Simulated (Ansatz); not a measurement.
`O[SiH2]S[SiH2]F` + `NC([SiH3])=S` → `NC(=S)[SiH2]O` + `F[SiH2]S[SiH3]`  (redistribution)

Calculated with Ansatz (gas phase, PBE0-D4/def2-TZVP geometries, no zero-point term in ΔE). CBS: MP2 limit from def2 TZ/QZ plus the TZ coupled-cluster correction, frozen cores. This one scheme is used for every species. Functionals use def2-TZVPP. Each species was taken in one conformer, which may not be the lowest.

| species | PBE energy (Eh) |
| --- | --- |
| `O[SiH2]S[SiH2]F` | -1154.87772 |
| `NC([SiH3])=S` | -783.16410 |
| `NC(=S)[SiH2]O` | -858.40623 |
| `F[SiH2]S[SiH3]` | -1079.63535 |

Q: Work out ΔE.

A: ΔE = (-858.40623) + (-1079.63535) − (-1154.87772) − (-783.16410) = 0.00024 Eh = +0.6 kJ/mol. CCSD(T)/CBS gives +0.1 kJ/mol.

Largest T1 diagnostic among the species: 0.018.

In def2-TZVPP, CCSD(T) changes the Hartree–Fock value by +4.3 kJ/mol (the triples alone add +1.1 kJ/mol) and MP2 by +4.5 kJ/mol.
